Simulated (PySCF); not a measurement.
Species: C₆H₁₀NO (doublet state).
Z-matrix (Å and degrees, GFN2-xTB geometry), rows numbered from 1:
```
C 
C   1  1.2867
C   2  1.4049  1  159.59
O   3  1.2323  2  120.92  1    57.10
N   3  1.3743  2  116.48  1  -125.11
C   5  1.4383  3  118.81  2   176.37
C   5  1.4406  3  122.15  2     5.85
C   7  1.5298  5  112.81  3    87.99
H   1  1.0830  2  122.32  3  -156.09
H   1  1.0873  2  123.50  3    25.23
H   6  1.0892  5  107.61  3     9.04
H   6  1.0934  5  111.54  3  -110.47
H   6  1.0926  5  110.11  3   128.43
H   7  1.0947  5  108.09  3  -150.53
H   7  1.0945  5  108.27  3   -33.20
H   8  1.0870  7  110.90  5    62.27
H   8  1.0873  7  110.02  5   -57.92
H   8  1.0864  7  109.98  5  -177.73
```

The hyperfine couplings belong to this conformer and change with its torsions.

Identity: `CN(C(=O)[C]=C)CC` [radical].

The calculation used UKS B3LYP, pcH-1 on C H N O, non-relativistic, mean-field spin-orbit, GIAO (PySCF 2.14.0). Isolated species at its GFN2-xTB geometry (one conformer only). Couplings are sensitive to structure, and on GFN2-xTB geometries they can be far from those on DFT ones. The frame is twisted about the C2–C3 bond at this geometry (dihedral C1–C2–C3–O4 = 57°); couplings at other torsion angles weren't computed. No stability test was run, so a lower SCF solution isn't excluded.

(1) Where do the isotropic ENDOR lines of C2, C1, C3, C6, C8, N5, H10, H9, H11/H12/H13 and H14/H15 fall at 1215.5 mT, to first order?

(2) Which pairs are centred on the nuclear Larmor frequency, and which on half the coupling?

(3) At what field would the lower line of H10 fall to zero frequency?

Answers

(1) For S = 1/2 in fast tumbling each set of equivalent nuclei gives two lines, ν± = |νn ± a/2| to first order, with νn = g_N μN B/h and μN/h = 7.62259 MHz/T.

| nuclei | isotope | g_N | νn (MHz) | a_iso (MHz) | lower line (MHz) | upper line (MHz) |
| --- | --- | --- | --- | --- | --- | --- |
| C2 | 13C | 1.4048 | 13.02 | 104.37 | 39.17 | 65.20 |
| C1 | 13C | 1.4048 | 13.02 | -46.79 | 10.38 | 36.41 |
| C3 | 13C | 1.4048 | 13.02 | -28.39 | 1.18 | 27.21 |
| C6 | 13C | 1.4048 | 13.02 | -3.54 | 11.24 | 14.79 |
| C8 | 13C | 1.4048 | 13.02 | -0.91 | 12.56 | 13.47 |
| N5 | 14N | 0.4038 | 3.74 | 1.85 | 2.81 | 4.67 |
| H10 | 1H | 5.5857 | 51.75 | 175.00 | 35.75 | 139.25 |
| H9 | 1H | 5.5857 | 51.75 | 150.57 | 23.53 | 127.04 |
| H11/H12/H13 | 1H | 5.5857 | 51.75 | 9.16 | 47.17 | 56.33 |
| H14/H15 | 1H | 5.5857 | 51.75 | 2.78 | 50.36 | 53.14 |

The rows for 13C, of low natural abundance, apply to labelled samples.

(2) Centred on νn, since |a| < 2νn: C6, C8, N5, H11/H12/H13 and H14/H15. Centred on |a|/2 and split by 2νn: C2, C1, C3, H10 and H9.

(3) Where νn = |a|/2, that is B = 87.50 MHz/(5.5857 × 7.62259 MHz/T) = 2060 mT, as far as first order holds there.

Class means assume fast exchange of nuclei equivalent by connectivity; if that motion is slow, each nucleus keeps its own coupling. The three 1H nuclei of mean +9.2 MHz run from 0.8 to 15.4 MHz in the frozen geometry. The 1H value of +2.8 MHz is a mean of couplings from -0.6 to 6.1 MHz in this one geometry, not an average over conformers.
